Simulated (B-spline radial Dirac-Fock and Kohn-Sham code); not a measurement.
## Auger parameter of potassium: the K level and its strongest K-LL line

Level of theory: Dirac-Fock energy differences between relaxed states, corrected for Breit and QED terms; a radial atomic solver. The modified Auger parameter α′ is the binding energy plus the kinetic energy of the Auger electron; it does not depend on the energy zero. For free ions it tends to fall with charge, since less charge screens the final holes.

```
          species  configuration  binding 1s (eV)  Auger line  kinetic (eV)  α′ (eV)
                K       [Ar] 4s1           3614.0    L2L3 J=2        2960.2   6574.2
                K       [Ar] 4p1           3615.4    L2L3 J=2        2959.1   6574.5
               K⁺   [Ne] 3s2 3p6           3621.2    L2L3 J=2        2951.3   6572.5
K⁺ (Watson 1.6 Å)   [Ne] 3s2 3p6           3612.3    L2L3 J=2        2960.3   6572.6
K⁺ (Watson 2.7 Å)   [Ne] 3s2 3p6           3615.9    L2L3 J=2        2956.6   6572.5
              K⁵⁺   [Ne] 3s2 3p2           3711.5    L2L3 J=2        2863.6   6575.1
              K⁶⁺   [Ne] 3s2 3p1           3739.2    L2L3 J=2        2838.4   6577.6
              K⁷⁺       [Ne] 3s2           3768.8    L2L3 J=2        2812.3   6581.1
```

Values without a named source are computed, but for edge energies of neutral atoms, which are taken from tables.
